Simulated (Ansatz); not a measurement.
**Reading a saddle point**

A first-order saddle point of GeH6OF2, closed shell, PBE0-D4/def2-TZVP, with one imaginary mode of 235i cm⁻¹:

Ge1  (-0.742, -0.753, -0.562)
F2  (1.331, -0.664, -0.445)
H3  (-0.470, -0.808, -2.063)
H4  (-0.567, -1.974, 0.343)
H5  (-2.255, -0.363, -0.424)
H6  (0.541, 1.138, 0.709)
O7  (-0.392, 0.993, 0.271)
H8  (1.794, 0.140, 0.342)
F9  (1.878, 0.959, 1.029)
H10  (-1.119, 1.330, 0.800)
(Å)

Computed with Ansatz 0.2.0 (basis: def2-TZVPP and def2-QZVPP); correlated methods freeze the cores. Filled d shells of the heavier atoms are correlated. The def2 sets are not built for correlating such inner shells, so the correlated values are less sure here. Extrapolation: Hartree–Fock as exp(−7.88 √X), correlation as X^−2.97.

Q: Which contacts change along the imaginary mode, and what lies on either side? (A judgement: the text doesn't fix the answer.)

A: By the calculation: The step is GeH₃F ([F][GeH3]) + H₂O + HF → GeH₄O ([OH][GeH3]) + HF + HF, with the molecules in contact on both sides. Shortening one way: Ge1–O7, F2–H8, H6–F9; lengthening the same way: Ge1–F2, H6–O7, H8–F9.
| pair | one side (Å) | saddle (Å) | other side (Å) |
| --- | --- | --- | --- |
| Ge1–O7 | 3.01 | 1.97 | 1.82 |
| F2–H8 | 1.60 | 1.22 | 0.94 |
| H6–F9 | 1.91 | 1.39 | 0.98 |
| Ge1–F2 | 1.78 | 2.08 | 3.22 |
| H6–O7 | 0.97 | 1.04 | 1.49 |
| H8–F9 | 0.94 | 1.07 | 1.61 |

Q: Which side is lower, and how far does the saddle lie above each? (To be estimated.)

A: Computed: The side with Ge1–F2, H6–O7, H8–F9 short is lower by 12.4 kJ/mol; the saddle lies 81.1 kJ/mol above it and 68.7 kJ/mol above the other (CCSD(T) at an estimated basis limit (MP2 extrapolated from triple and quadruple zeta, plus CCSD(T) − MP2 in triple zeta); electronic energies).

The T1 diagnostic stays at or below 0.012.

Labels in which every atom is bracketed show which atoms are joined, not bond orders.

For scale, one of the runs: CCSD(T)/def2-TZVPP, 225 basis functions, launched by `ansatz run in.yaml --threads 8 --pin off --events-out ev --progress --plain --max-ram 19148MiB`. Time: 2.4 min of wall clock on 8 CPU threads of an Arm Neoverse N1; the host was shared. Peak host memory: 4.1 GiB.
